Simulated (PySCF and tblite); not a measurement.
Values are calculated unless marked as measured or tabulated.
C2H16GeSi5, numbered as in [CH3:1][Si:2]1([CH3:3])[Si@H:4]([SiH3:5])[GeH2:6][Si@H:7]1[SiH3:8].

Conformers came from 45 starts (ETKDG and KDG, UFF, GFN2-xTB); geometries are GFN2-xTB. Free energies are PBE0-D3(BJ)/def2-SVP (IEF-PCM, dichloromethane) single points with GFN2-xTB rigid-rotor and vibrational terms (modes under about 100 cm⁻¹ blended into free rotors). Symmetry numbers and mirror images are counted. Conformers within 2.5 kcal/mol (GFN2-xTB free energy) were kept, 3 at most. GIAO shieldings: KT3/pcSseg-1 (IEF-PCM, dichloromethane). Shifts are against TMS (¹H), TMS (¹³C), TMS (²⁹Si) at the same level. (PySCF 2.14, tblite 0.8.)

**Question.** What shifts does this protocol give at 298.15 K under fast conformational exchange?

**Answer.** ¹H: 4.12 (H4/H7, 2H), 3.82 (H6, 2H), 3.50 (H5/H8, 6H), 0.55 (H1/H3, 6H) ppm. ¹³C: 3.3 (C1/C3) ppm. ²⁹Si: 9.4 (Si2), -83.0 (Si4/Si7), -110.8 (Si5/Si8) ppm.

Spin–orbit effects of the heavy atoms on shieldings are missing. GFN2-xTB leaves a saturated small ring flat here that puckers in reality. Unscaled ²⁹Si shifts at such levels can be off by tens of ppm; differences between conformers or isomers are more reliable. Shifts are unscaled: against experiment ¹³C can be off by 15 ppm or more and ¹H by 0.8 ppm.
